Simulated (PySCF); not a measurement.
# Working out the excitation energy of F⁺

F⁺ [He] 2s2 2p4 (3P) → F⁺ [He] 2s1 2p5 (3P). Calculation: PySCF 2.14, in aug-cc-pVTZ-DK (5s4p3d2f, 46 functions); the spin-free X2C one-electron Hamiltonian (Gaussian nucleus). Frozen: 1s2. Energies in hartree (1 hartree = 27.21139 eV):

```json
{"part": "UHF", "F⁺ (lower)": "-98.918188", "F⁺ (upper)": "-98.115568"}
{"part": "MP2 opposite-spin", "F⁺ (lower)": "-0.109836", "F⁺ (upper)": "-0.140903"}
{"part": "MP2 same-spin", "F⁺ (lower)": "-0.035273", "F⁺ (upper)": "-0.039710"}
```

Q: What does Hartree-Fock give?

A: (-98.115568) − (-98.918188) = 0.802620 hartree = 21.840 eV.

Q: What do MP2 and SCS-MP2 (6/5 opposite-spin, 1/3 same-spin) give?

A: The opposite-spin parts differ by -0.845 eV and the same-spin parts by -0.121 eV. MP2: 21.840 + (-0.845) + (-0.121) = 20.874 eV. SCS-MP2: 21.840 + 1.2 × (-0.845) + (-0.121)/3 = 20.786 eV.

Measured between the centres of the two terms (NIST): 20.431 eV, so MP2 (valence) is off by 0.443 eV.

What remains against the reference includes basis incompleteness, the frozen core and correlation beyond second order.
